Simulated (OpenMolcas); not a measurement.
## Predicting a hybrid from its neighbours: HOI (hypoiodous acid)

HOI has 3 atoms, charge 0, and is taken as a singlet. SMILES: `OI`. Geometry: relaxed at PBE0-D4/def2-TZVP.

The vertical energy of the triplet above the singlet y, in eV, basis def2-TZVPP with a core potential; a is the functional's share of exact exchange. Programs: OpenMolcas 26.06.

```
functional     program     a  y (eV)
    revPBE  OpenMolcas     0    2.07
       PBE  OpenMolcas     0    2.08
     B3LYP  OpenMolcas   0.2    2.21
      PBE0  OpenMolcas  0.25       ?
     BHLYP  OpenMolcas   0.5    2.31
```

Task: Fit y = c + s·a to the known rows and predict PBE0.

Result: 
1. Means of the 4 rows: a = 0.1750, y = 2.167.
2. Σ(Δa)² = 0.1675, Σ(Δa·Δy) = 0.07975, so the slope is 0.07975/0.1675 = 0.47612.
3. Intercept: 2.167 − (0.47612) × 0.1750 = 2.084. The largest residual of the fit is 0.031.
4. PBE0: 2.084 + (0.47612) × 0.25 = 2.20 eV.

The run gave 2.19 eV, so the prediction is off by +0.01 eV, within the scatter of the fit. Spin-orbit coupling is left out.
